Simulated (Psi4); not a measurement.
cyclobutene (C$_{4}$H$_{6}$), singlet, at a GFN2-xTB geometry; Psi4 with R2SCAN/6-31G*.

The Psi4 input:
```
memory 2 GB

molecule mol {
0 1
  C     0.005224   -0.658035    0.811605
  C     0.002586    0.670790    0.801108
  C    -0.001816   -0.780771   -0.686791
  C    -0.004895    0.769811   -0.699039
  H     0.010431   -1.406248    1.583546
  H     0.004797    1.431119    1.561133
  H    -0.890624   -1.244222   -1.112438
  H     0.884612   -1.240765   -1.121062
  H     0.879713    1.226403   -1.140551
  H    -0.895522    1.222946   -1.131927
}

set basis 6-31g*
set reference rks

energy('r2scan')
print_variables()
```

Q: Write the output that Psi4 gives for this input, abridged.

A: 
```
   => Loading Basis Set <=

    Name: 6-31G*
    Role: ORBITAL
    Keyword: BASIS

         ---------------------------------------------------------
                                   SCF
               by Justin Turney, Rob Parrish, Andy Simmonett
                          and Daniel G. A. Smith
                              RKS Reference
         ---------------------------------------------------------

  ==> Geometry <==

    Molecular point group: c1
    Full point group: C1

    Geometry (in Angstrom), charge = 0, multiplicity = 1:

       Center              X                  Y                   Z               Mass
    ------------   -----------------  -----------------  -----------------  -----------------
         C            0.005102931012    -0.658232767827     0.786614787109    12.000000000000
         C            0.002464931012     0.670592232173     0.776117787109    12.000000000000
         C           -0.001937068988    -0.780968767827    -0.711781212891    12.000000000000
         C           -0.005016068988     0.769613232173    -0.724029212891    12.000000000000
         H            0.010309931012    -1.406445767827     1.558555787109     1.007825032230
         H            0.004675931012     1.430921232173     1.536142787109     1.007825032230
         H           -0.890745068988    -1.244419767827    -1.137428212891     1.007825032230
         H            0.884490931012    -1.240962767827    -1.146052212891     1.007825032230
         H            0.879591931012     1.226205232173    -1.165541212891     1.007825032230
         H           -0.895643068988     1.222748232173    -1.156917212891     1.007825032230

  Running in c1 symmetry.

  Rotational constants: A =      0.43911  B =      0.41755  C =      0.23281 [cm^-1]
  Rotational constants: A =  13164.20303  B =  12517.82936  C =   6979.33989 [MHz]
  Nuclear repulsion =  114.177300198703122

  Charge       = 0
  Multiplicity = 1
  Electrons    = 30
  Nalpha       = 15
  Nbeta        = 15

  ==> Algorithm <==

  SCF Algorithm Type is DF.
  DIIS enabled.
  MOM disabled.
  Fractional occupation disabled.
  Guess Type is SAD.
  Energy threshold   = 1.00e-06
  Density threshold  = 1.00e-06
  Integral threshold = 1.00e-12

  ==> Primary Basis <==

  Basis Set: 6-31G*
    Blend: 6-31G*
    Number of shells: 36
    Number of basis functions: 72
    Number of Cartesian functions: 72
    Spherical Harmonics?: false
    Max angular momentum: 2

  ==> DFT Potential <==

   => LibXC <=
[...]
   @DF-RKS iter   2:  -155.30464254043812    2.30392e-01   1.42075e-02 ADIIS/DIIS
   @DF-RKS iter   3:  -155.86258001916627   -5.57937e-01   6.06604e-04 ADIIS/DIIS
   @DF-RKS iter   4:  -155.86333055756521   -7.50538e-04   2.21331e-04 ADIIS/DIIS
   @DF-RKS iter   5:  -155.86342397429877   -9.34167e-05   1.20987e-04 ADIIS/DIIS
   @DF-RKS iter   6:  -155.86346262021405   -3.86459e-05   1.40226e-05 DIIS
   @DF-RKS iter   7:  -155.86346314429514   -5.24081e-07   7.59343e-07 DIIS
  Energy and wave function converged.

  ==> Post-Iterations <==

   Electrons on quadrature grid:
      Ntotal   =   30.0000003133 ; deviation = 3.133e-07

    Orbital Energies [Eh]
    ---------------------

    Doubly Occupied:

[...]
    Virtual:

[...]
    Final Occupation by Irrep:
              A
    DOCC [    15 ]
    NA   [    15 ]
    NB   [    15 ]

  @DF-RKS Final Energy:  -155.86346314429514

   => Energetics <=

    Nuclear Repulsion Energy =            114.1773001987031222
    One-Electron Energy =                -434.4024032169978682
    Two-Electron Energy =                 188.2070481421840213
    DFT Exchange-Correlation Energy =     -23.8454082681844071
    Empirical Dispersion Energy =           0.0000000000000000
    VV10 Nonlocal Energy =                  0.0000000000000000
    Total Energy =                       -155.8634631442951388

Computation Completed

Properties will be evaluated at   0.000000,   0.000000,   0.000000 [a0]

Properties computed using the SCF density matrix

 Multipole Moments:

 ------------------------------------------------------------------------------------
     Multipole            Electronic (a.u.)      Nuclear  (a.u.)        Total (a.u.)
 ------------------------------------------------------------------------------------

 L = 1.  Multiply by 2.5417464519 to convert [e a0] to [Debye]
 Dipole X            :          0.0065553           -0.0068617           -0.0003064
 Dipole Y            :          0.0107129           -0.0112061           -0.0004932
 Dipole Z            :          1.3535004           -1.4167416           -0.0632412
 Magnitude           :                                                    0.0632439

 ------------------------------------------------------------------------------------

  Variable Map:
  ----------------------------------------------------------------------------
[...]
  Array Variable Map:
  ----------------------------------------------------------------------------
[...]
[...]
```
